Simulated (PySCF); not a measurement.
C₄H₇FSi.

```xyz
13

C      2.1509     1.5049    -1.1808
C      1.3045     0.5078    -1.1532
C      0.4305    -0.4666    -1.0880
Si    -0.9087    -0.4672     0.2068
C     -0.9027     1.1073     1.1924
F     -0.6430    -1.7254     1.2146
H      1.9531     2.3971    -1.7832
H      3.0853     1.4666    -0.6122
H      0.5044    -1.2913    -1.8105
H     -2.2291    -0.7357    -0.4319
H     -1.1713     1.9635     0.5545
H      0.0950     1.2988     1.6159
H     -1.6278     1.0511     2.0182
```

Geometry optimised at PBE0-D3(BJ)/def2-SVP. The structure was generated by enumeration; whether it is a known compound was not checked. Other conformers were not sampled.

All values below come from HF/pcSseg-1 (PySCF). Non-relativistic, no solvent.

Give the absolute GIAO shielding of each atom: isotropic value and principal components (ppm). (Estimate from the structure and the level; the computed values follow.)


```csv
atom,σ(iso),σ11,σ22,σ33,span
C1,115.7,18.9,150.1,178.1,159.2
C2,-46.8,-85.8,-74.3,19.7,105.5
C3,109.4,18.0,129.4,180.7,162.7
Si4,392.1,350.9,401.7,423.7,72.8
C5,194.1,186.5,193.4,202.3,15.8
F6,392.3,372.8,394.7,409.2,36.4
H7,26.8,24.8,25.0,30.7,5.8
H8,26.8,24.8,25.0,30.6,5.8
H9,26.4,23.6,26.6,29.0,5.4
H10,27.1,24.2,24.8,32.3,8.1
H11,31.7,27.0,29.2,38.9,11.9
H12,31.0,26.5,29.1,37.4,10.9
H13,31.2,26.6,27.9,39.0,12.4
```
